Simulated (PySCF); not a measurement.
Species: C7H9O2 (doublet state).
SMILES with atom numbers: `[CH2:1][CH2:2][C:3](=[O:4])[C:5](=[O:6])[CH:7]1[CH2:8][CH2:9]1` (hydrogens: H10, H11 on C1; H12, H13 on C2; H14 on C7; H15, H16 on C8; H17, H18 on C9)

Geometry (GFN2-xTB, Å), atoms numbered from 1 in this order:
```xyz
18
C7H9O2 angstrom
C      3.1187   -0.7141    1.4629
C      2.1846   -0.4381    0.3927
C      0.7809   -0.0024    0.8452
O      0.3903    0.0451    1.9837
C     -0.0623    0.4210   -0.3439
O      0.4510    0.8629   -1.3539
C     -1.5037    0.1879   -0.1640
C     -2.4631    1.0655   -0.9407
C     -2.2869   -0.3477   -1.3471
H      3.2701    0.0152    2.2363
H      3.5253   -1.6963    1.6065
H      2.0750   -1.2744   -0.3008
H      2.4768    0.4385   -0.2080
H     -1.7855   -0.1359    0.8284
H     -3.3723    1.3612   -0.4411
H     -2.0183    1.8299   -1.5598
H     -3.0689   -1.0614   -1.1376
H     -1.7204   -0.5506   -2.2436
```

The hyperfine couplings belong to this conformer and change with its torsions.

Computed with UKS B3LYP, pcH-1 on C H O, non-relativistic, mean-field spin-orbit, GIAO in PySCF. Isolated species at its GFN2-xTB geometry (one conformer only). Couplings are sensitive to structure, and on GFN2-xTB geometries they can be far from those on DFT ones. The frame is twisted about the C3–C5 bond at this geometry (dihedral C2–C3–C5–O6 = -27°); couplings at other torsion angles weren't computed. No stability test was run, so a lower SCF solution isn't excluded.

Principal values of hyperfine tensors in MHz (contact and dipolar terms together), for some of the nuclei:

| atom | isotope | A1 | A2 | A3 |
| --- | --- | --- | --- | --- |
| H13 | 1H | 107.86 | 109.50 | 122.21 |
| C1 | 13C | 15.32 | 16.31 | 255.31 |
| H10 | 1H | -98.74 | -61.26 | -21.65 |
| C3 | 13C | 53.15 | 54.03 | 74.43 |
| C2 | 13C | -34.98 | -34.21 | -29.94 |
| C5 | 13C | 3.30 | 5.00 | 9.27 |
| H12 | 1H | -0.60 | 0.38 | 13.05 |
| C7 | 13C | 3.25 | 3.67 | 4.74 |

Split each tensor into its isotropic and traceless parts, and turn a_iso into mT with g = 2.0026.

a_iso is a third of the trace, T = A − a_iso, and a(mT) = a(MHz)/(g × 13.996).

| atom | a_iso (MHz) | a_iso (mT) | T1 | T2 | T3 |
| --- | --- | --- | --- | --- | --- |
| H13 | 113.19 | 4.038 | -5.33 | -3.69 | 9.02 |
| C1 | 95.64 | 3.412 | -80.33 | -79.34 | 159.66 |
| H10 | -60.55 | -2.160 | -38.19 | -0.71 | 38.90 |
| C3 | 60.54 | 2.160 | -7.38 | -6.51 | 13.89 |
| C2 | -33.04 | -1.179 | -1.94 | -1.17 | 3.10 |
| C5 | 5.86 | 0.209 | -2.55 | -0.86 | 3.42 |
| H12 | 4.28 | 0.153 | -4.88 | -3.90 | 8.77 |
| C7 | 3.88 | 0.139 | -0.64 | -0.22 | 0.85 |

What spin density at the nucleus of C7 lies behind its contact coupling (g_N = 1.40482)?

a_FC = (2μ0/3) gₑ μB g_N μN ρ(0)/(2S·h) = 800.24 MHz × g_N × ρ(0)/(2S), with ρ in bohr⁻³. With a_FC = 3.88 MHz and 2S = 1, ρ(0) = 0.003455 bohr⁻³.

H11 (1H, g_N = 5.58569) isn't in the table. Its spin density at the nucleus is -0.01374 bohr⁻³. What is its contact coupling?

By the same relation, a_FC = -61.4 MHz. Its full tensor has the principal values -100.20, -61.71, -22.38 MHz.

Which nucleus of the table has the largest anisotropic coupling, and what is its form?

C1: -80.3, -79.3, 159.7 MHz, axial, in the ratio −1:−1:+2, the form that spin in one p orbital centred on that nucleus gives.

What first-order splitting does C1 cause when the field lies along A1, A2 or A3 of its tensor (g taken as isotropic, no quadrupole term)?

2 lines (I = 1/2), spaced by |A_i|/(g × 13.996): 0.55, 0.58, 9.11 mT along the axes of A1, A2 and A3.

Time: 1.7 min of wall time (with the writing of density and orbital grids); peak memory 1.1 GiB. Hardware: an Arm Neoverse V1 with one thread, on a shared host.
